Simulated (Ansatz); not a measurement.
Energy landscape of H2Se, singlet: map of symmetric stretch and bend. Scanned: Se-H bond length and H-Se-H angle.

Cartesian coordinates as functions of the variables (Å; names that start with a are angles):
```
Se  0  0  0
H  r*sin(a/2)  0  r*cos(a/2)
H  -r*sin(a/2)  0  r*cos(a/2)
```

Computed with Ansatz (a quantum-chemistry and plane-wave program) with CCSDT on RHF/cc-pVTZ, cores with 3d frozen.

Energy in kcal/mol above the lowest grid point; x is the Se-H bond length (Å), y the H-Se-H angle (°).

```csv
y \ x,1.24,1.33,1.41,1.48,1.55,1.63,1.70,1.77,1.85,1.92,1.97
180,103.9,82.2,75.7,76.8,82.0,91.4,101.3,112.0,124.4,—,—
173,102.4,80.4,73.6,74.1,78.4,85.4,91.2,95.4,—,—,—
163,95.7,72.6,64.5,63.6,66.2,71.6,77.2,82.9,89.5,95.2,99.2
153,85.3,61.1,51.9,50.2,52.3,57.6,63.7,70.5,78.6,85.8,90.8
143,73.6,48.5,38.8,36.9,39.0,44.7,51.4,59.0,68.4,76.7,82.6
133,62.1,36.5,26.7,24.8,27.2,33.4,40.7,49.1,59.4,68.6,75.1
123,52.2,26.4,16.5,14.8,17.4,24.0,31.9,41.0,52.0,61.9,68.9
113,44.7,18.6,8.7,7.1,9.9,16.9,25.2,34.7,46.3,56.7,64.2
103,40.1,13.7,3.7,2.1,5.0,12.2,20.8,30.5,42.5,53.3,60.9
93,38.9,12.1,1.8,0.0,2.9,10.1,18.6,28.5,40.6,51.5,59.3
83,41.3,13.8,3.1,1.0,3.6,10.6,19.0,28.7,40.8,51.6,59.4
70,50.2,21.5,9.8,6.9,8.9,15.2,23.0,32.3,43.9,54.4,61.9
```

Points that lie below all their neighbours on the grid (none is named beside a point without a result): x = 1.48, y = 93 (0.0 kcal/mol).

Dashes: no converged value, or the column stops at the first point that the program doubted or that broke a chosen test of continuity, which isn't proof of a fault.
